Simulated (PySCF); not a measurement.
## Correlation energy of Li (lithium, neutral)

[He] 2s1, 2S determinant. Calculation: PySCF 2.14, in x2c-QZVPPall with one added diffuse shell each of s, p type (7s5p2d1f, 39 functions); the spin-free X2C one-electron Hamiltonian (Gaussian nucleus). Frozen: nothing; 3 electrons correlated.

MP2 pair energies summed by pair of shells (mhartree):

```
 pair  energy  share (%)
1s-1s  -18.85       92.9
1s-2s   -1.44        7.1
```

Total MP2 correlation energy: -20.28 mhartree.

Same-spin part -0.43 and opposite-spin part -19.85 mhartree; SCS-MP2 scales them by 1/3 and 6/5 to -23.97 mhartree.

This basis was not built for core-valence correlation, so the inner-shell part is incomplete.
